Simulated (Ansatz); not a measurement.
In(IMe)Cl3 (C₅H₈Cl₃InN₂). Total charge 0; triplet. Geometry PBE-D4/def2-SVP, that of the neutral singlet; atoms count from 1.

Cartesian coordinates in Å:
```
In -1.518 0.498 1.814
C -0.058 0.053 0.159
N 1.182 0.544 -0.100
C 1.888 1.501 0.752
C 1.681 0.004 -1.274
C 0.717 -0.848 -1.756
N -0.336 -0.801 -0.860
C -1.596 -1.538 -0.974
H 2.043 1.075 1.761
H 2.863 1.737 0.289
H 1.290 2.424 0.868
H 2.670 0.260 -1.665
H 0.700 -1.475 -2.653
H -2.430 -0.825 -1.129
H -1.527 -2.242 -1.822
H -1.778 -2.093 -0.032
Cl -3.403 1.339 0.591
Cl -0.457 2.058 3.284
Cl -1.931 -1.672 2.747
```

In the def2 sets In takes a core potential; there is no spin–orbit coupling. At PBE0-D4/def2-TZVP a singlet of charge 0 lies 4.52 eV below the triplet at the same geometry.

Problem. Estimate the Mulliken populations from the PBE0/def2-TZVP orbitals of Ansatz.

Solution. 
```csv
atom,charge (e),spin (α − β)
In1,0.85,-0.02
C2,-0.20,1.00
N3,0.04,0.20
C4,-0.33,-0.03
C5,-0.06,0.31
C6,-0.05,0.27
N7,0.05,0.20
C8,-0.33,-0.02
H9,0.17,0.03
H10,0.14,0.00
H11,0.18,0.03
H12,0.19,-0.01
H13,0.19,-0.01
H14,0.18,0.02
H15,0.14,0.00
H16,0.18,0.02
Cl17,-0.45,0.01
Cl18,-0.45,0.00
Cl19,-0.44,0.01
```
Mulliken values depend strongly on the basis.

Problem. Where does the spin sit?

Solution. Summed by element: In -0.02, C 1.53, N 0.40, H 0.07, Cl 0.02, of 2 unpaired in all. Largest on single atoms: C2 1.00, C5 0.31, C6 0.27.

Problem. And the Mayer bond orders between heavy atoms (over 0.3)?

Solution. In1–C2 0.64 (2.25 Å); In1–Cl17 0.85 (2.40 Å); In1–Cl18 0.84 (2.39 Å); In1–Cl19 0.85 (2.40 Å); C2–N3 0.89 (1.36 Å); C2–N7 0.91 (1.36 Å); N3–C4 0.94 (1.46 Å); N3–C5 1.34 (1.39 Å); C5–C6 1.40 (1.37 Å); C6–N7 1.36 (1.38 Å); N7–C8 0.94 (1.46 Å).
